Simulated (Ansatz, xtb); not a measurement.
**AlBeH3Si: which of two structures lies lower**

We compare X, a singlet given by its coordinates, with Y, `[BeH][Si][AlH2]`, a triplet. Both are isolated molecules in the gas phase, relaxed with PBE0-D4/def2-TZVP; the shapes shown needn't be the lowest conformers.

X (Å):

```tsv
atom	x (Å)	y (Å)	z (Å)
Al	-0.9773	-1.9912	-0.8117
Be	-2.0592	-0.9753	-3.0678
Si	-0.9043	0.1191	-1.5868
H	-2.7525	-1.4929	-4.0972
H	-1.2660	-3.2899	0.0591
H	-2.0474	-0.4178	-0.5750
```

Close contacts (Å): Al1–Be2 2.70, Al1–Si3 2.25, Be2–Si3 2.17, Al1–H5 1.59, Al1–H6 1.92, Be2–H4 1.34, Si3–H6 1.62.

Y (Å):

```xyz
6

Al   -1.5242   -0.5087   -3.2588
Be   -1.6131   -2.4889    0.6246
Si   -1.4083   -1.0788   -0.9383
H    -1.7240   -3.3336    1.6543
H    -1.9608   -1.6066   -4.3180
H    -1.1613    0.9661   -3.7104
```

Q: Estimate E(Y) − E(X) at the level CCSD(T)/def2-TZVPP.

A: Calculated at CCSD(T)/def2-TZVPP: E(Y) − E(X) = +80.3 kJ/mol, so structure X lies lower.

Level by level:

| level | geometry | E(Y) − E(X) (kJ/mol) | departure from the last row (kJ/mol) | job, with rough time for the two |
| --- | --- | --- | --- | --- |
| PBE0-D4/def2-TZVP | PBE0-D4/def2-TZVP | +82.7 | +2.4 | optimisation, 73 s |
| HF/def2-TZVPP | PBE0-D4/def2-TZVP | −41.1 | −121.4 | part of the CCSD(T) run |
| MP2/def2-TZVPP | PBE0-D4/def2-TZVP | +87.1 | +6.7 | part of the CCSD(T) run |
| CCSD(T)/def2-TZVPP | PBE0-D4/def2-TZVP | +80.3 |  | single point, 41 s |

HF/def2-TZVPP puts the two in the other order. The largest departure from CCSD(T)/def2-TZVPP is that of HF/def2-TZVPP, 121.4 kJ/mol. Levels run at GFN2-xTB geometries aren't shown. The triplet state of Y needn't be its ground state.

With harmonic frequencies from PBE0-D4/def2-TZVP (ideal gas, rigid rotor, one conformer each, 600 K, 1 atm): on the last row, ΔE + ΔZPE = +79.5, ΔH = +81.5, ΔG = +64.1 kJ/mol.

Open shells are spin-unrestricted. The correlated steps freeze 10 core orbitals; the last core shell of Be is correlated, in a basis made for valence electrons. ΔG holds the spin degeneracy. Mirror images aren't counted in ΔG. Codes used: Ansatz 0.2.0; the last row on 2 threads of Arm Neoverse V1 on a shared host.
